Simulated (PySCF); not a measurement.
W(NH)(F)2(Cl)2 (Cl2F2HNW), SMILES [NH]=[W]([F])([F])([Cl])[Cl], multiplicity 1. Coordinates come from a PBE-D3(BJ)/def2-SVP optimisation. The multiplicity is an assumed one; no other spin state was optimised. The structure was generated by enumeration; whether it is a known compound was not checked. The def2 effective core potentials stand for the cores of W; spin–orbit coupling is left out.

Computed equilibrium geometry at PBE-D3(BJ)/def2-SVP (PySCF confirms it by a frequency run) as Cartesian coordinates in Å, and its point group:
point group Cs.
```xyz
7

W     -0.0442    -0.1840     0.0000
N     -1.7827    -0.4835     0.0000
H     -2.7889    -0.6861     0.0000
F      0.3971    -1.9989     0.0000
F      1.8793     0.0364     0.0000
Cl    -0.0572     1.0396     1.9258
Cl    -0.0572     1.0396    -1.9258
```
Charge 0, spin multiplicity 1.
